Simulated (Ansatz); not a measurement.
Molecule: ScO, charge 0, multiplicity 2. The spin state was set by rule; other spins were not relaxed. 
Geometry from a B3LYP-D3(BJ)/def2-TZVP (Ansatz, a first-principles code) optimisation:
```xyz
2

Sc     0.0000     0.0000    -0.4583
O      0.0000     0.0000     1.2031
```
Charge 0, spin multiplicity 2.

Wanted: vertical ionisation energy (to the singlet state of charge +1; each state is the SCF solution reached for its spin; for the singlet T1 is 0.038), in eV. Valence correlation only, unless marked. UHF or UKS for open shells. No spin-orbit coupling. The frozen core is the preceding noble-gas configuration, with the filled d and f shells of earlier blocks. No relativistic terms. Basis-set limits of correlation are two-point, X^-3; Hartree-Fock from the larger set.

```json
[
 {"level": "SVWN5/def2-TZVPD", "program": "Ansatz", "vertical ionisation energy (eV)": "…"},
 {"level": "PBE/def2-TZVPD", "program": "Ansatz", "vertical ionisation energy (eV)": "6.41"},
 {"level": "r2SCAN/def2-TZVPD", "program": "Ansatz", "vertical ionisation energy (eV)": "6.33"},
 {"level": "B3LYP/def2-TZVPD", "program": "Ansatz", "vertical ionisation energy (eV)": "6.60"},
 {"level": "PBE0/def2-TZVPD", "program": "Ansatz", "vertical ionisation energy (eV)": "6.46"},
 {"level": "CAM-B3LYP/def2-TZVPD", "program": "Ansatz", "vertical ionisation energy (eV)": "6.60"},
 {"level": "wB97M-V/def2-TZVPD", "program": "Ansatz", "vertical ionisation energy (eV)": "6.33"},
 {"level": "wB97X-V/def2-TZVPD", "program": "Ansatz", "vertical ionisation energy (eV)": "6.30"},
 {"level": "CCSD/def2-SVPD", "program": "Ansatz", "vertical ionisation energy (eV)": "…"},
 {"level": "CCSD/def2-QZVPPD", "program": "Ansatz", "vertical ionisation energy (eV)": "6.30"},
 {"level": "CCSD(T)/CBS(def2-TZVPPD,def2-QZVPPD)", "program": "Ansatz", "vertical ionisation energy (eV)": "…"}
]
```

### Question
Some entries are withheld; supply them.

### Answer

- SVWN5/def2-TZVPD, vertical ionisation energy (eV): 6.57
- CCSD/def2-SVPD, vertical ionisation energy (eV): 6.25
- CCSD(T)/CBS(def2-TZVPPD,def2-QZVPPD), vertical ionisation energy (eV): 6.22
